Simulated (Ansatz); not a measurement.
Coupled-cluster run, `CS[SiH](C)S`.

```yaml
crystal:
  periodic: [false, false, false]
  atoms:
    - {symbol: C, position_ang: [-2.010833, 0.449961, 0.278129]}
    - {symbol: S, position_ang: [-1.281804, -0.147565, -1.273272]}
    - {symbol: Si, position_ang: [0.782597, -0.128829, -0.768399]}
    - {symbol: C, position_ang: [1.215036, -1.230161, 0.670381]}
    - {symbol: S, position_ang: [1.450520, 1.824305, -0.185062]}
    - {symbol: H, position_ang: [-3.055316, 0.678241, 0.069242]}
    - {symbol: H, position_ang: [-1.507490, 1.356830, 0.613680]}
    - {symbol: H, position_ang: [-1.963837, -0.313119, 1.054293]}
    - {symbol: H, position_ang: [1.444205, -0.569330, -2.022346]}
    - {symbol: H, position_ang: [0.919028, -2.258817, 0.454302]}
    - {symbol: H, position_ang: [0.703891, -0.907348, 1.579971]}
    - {symbol: H, position_ang: [2.291203, -1.208385, 0.858619]}
    - {symbol: H, position_ang: [1.033199, 2.419417, -1.314837]}
basis:
  gaussian: {orbitals: def2-SVP}
correlation: {method: ccsd_t}
```

```sh
$ ansatz run in.yaml --threads 4 --pin off --events-out ev --progress --plain
```

The program prints (abridged):

```
Functional definition: HF
1196 factors; integrals over basis functions are off by at most 1.2e-3 eV
mean field evaluation 1: about -31673.1658 eV, gradient 2.7e1 eV
mean field evaluation 2: about -31673.1707 eV, gradient 2.7e1 eV
mean field evaluation 4: about -31675.5665 eV, gradient 2.9e0 eV
mean field evaluation 8: about -31675.6018 eV, gradient 9.0e-5 eV
mean field -31675.60175437 eV, -1164.0568939792 hartree, gradient 1.2e-6 eV, S^2 0.000000; 0 other end points of the search recorded, 0 dependent functions left out
17 core orbitals not correlated: weight in the atoms' cores, before any rotation towards them, 1.000 or more for the frozen orbitals, at most 0.000 for the correlated occupied ones
reference -31675.60175437 eV, -1164.0568939792 hartree; 16, 16 occupied and 89, 89 virtual orbitals, 1196 factors
second order -17.72208509 eV of doubles, -0.00000000 eV of singles
cycle   1  -19.09232388 eV  change    -1.4e0 eV  update   9.2e-2
cycle   2  -19.62102217 eV  change   -5.3e-1 eV  update   2.7e-2
cycle   3  -19.68894709 eV  change   -6.8e-2 eV  update   9.5e-3
cycle   4  -19.68829081 eV  change    6.6e-4 eV  update   2.4e-3
cycle   5  -19.68809958 eV  change    1.9e-4 eV  update   7.6e-4
cycle   6  -19.68794177 eV  change    1.6e-4 eV  update   2.3e-4
cycle   7  -19.68791682 eV  change    2.5e-5 eV  update   7.7e-5
cycle   8  -19.68792485 eV  change   -8.0e-6 eV  update   2.7e-5
perturbative correction -0.58545423 eV, -0.0215150460 hartree
Total energy: -31695.87513345 eV, -1164.8019269184 hartree
```

Hardware: 4 threads of a server CPU on a shared host. Wall time 7 s, peak host memory 0.62 GiB.

MP2 recovers 87.4 % of the CCSD(T) correlation energy and the triples give 2.9 %; T1 = 0.0094.
